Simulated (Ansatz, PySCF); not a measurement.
Stretching the Mg1–H2 bond in H4MgSi (SMILES [MgH][SiH3]) (multiplicity 1 held, fragments rigid). Energies count from the point at 1.702 Å.
Geometry at that point (charge 0, multiplicity 1):
| atom | x (Å) | y (Å) | z (Å) |
|---|---|---|---|
| Mg | -1.2739 | -0.6992 | -0.1785 |
| H | -2.7546 | -1.5120 | -0.3860 |
| Si | 0.9718 | 0.5334 | 0.1362 |
| H | 1.6131 | 0.2497 | 1.4524 |
| H | 0.8377 | 2.0169 | 0.0636 |
| H | 1.9863 | 0.1688 | -0.8943 |

R- and RO- levels are restricted; in cc, def2 and unpolarised 6-31G sets they are followed outwards from rest. U- levels take the lowest unrestricted solution at each point, which mixes spins at long bonds. Active spaces are followed from a long bond inwards. Levels need not reach the same state.

Correlated levels freeze the cores. Rows in 6-31G* carry no dispersion term and start afresh at each structure (6-31G* with six Cartesian d functions). MP2/6-31G* freezes PySCF's default core, which is smaller on s-block atoms.

Run with Ansatz (Gaussian orbitals); PySCF for 6-31G* rows. Each number belongs to the level named beside it.

Energies in kcal/mol.

```
R (Å)  R-MP2/6-31G*  R-CCSD(T)/def2-TZVPPD  U-CCSD(T)/def2-TZVPPD  FIC-MRCISD on CASSCF(2,2)/def2-TZVPPD  FIC-MRCISD+Q on CASSCF(2,2)/def2-TZVPPD
-----  ------------  ---------------------  ---------------------  -------------------------------------  ---------------------------------------
1.361          22.1                   20.4                   20.4                                   20.5                                     20.4
1.532           4.9                    4.2                    4.2                                    4.3                                      4.2
1.702           0.0                    0.0                    0.0                                    0.0                                      0.0
1.872           1.9                    2.3                    2.3                                    2.2                                      2.3
2.042           7.6                    8.1                    8.1                                    7.9                                      8.1
2.297          19.4                   19.3                   19.3                                   18.9                                     19.3
2.553          32.3                   31.0                   31.1                                   30.4                                     30.9
2.978          52.5                   47.7                   48.2                                   46.9                                     47.6
3.404          69.3                   59.1                   60.3                                   58.2                                     59.1
3.914          84.0                   65.4                   67.9                                   65.5                                     66.5
4.595          94.6                   64.5                   70.3                                   69.0                                     70.0
5.446          94.3                   59.5                   70.8                                   69.8                                     70.9
```

Doubts at one or more of the structures used: a restricted determinant that unrestricted orbitals would lower (R-MP2/6-31G*, R-CCSD(T)/def2-TZVPPD); T1 above 0.05 (R-CCSD(T)/def2-TZVPPD, U-CCSD(T)/def2-TZVPPD); other coupled-cluster roots lie near (R-CCSD(T)/def2-TZVPPD); a spin-contaminated determinant (U-CCSD(T)/def2-TZVPPD).

Ansatz is an electronic-structure program.
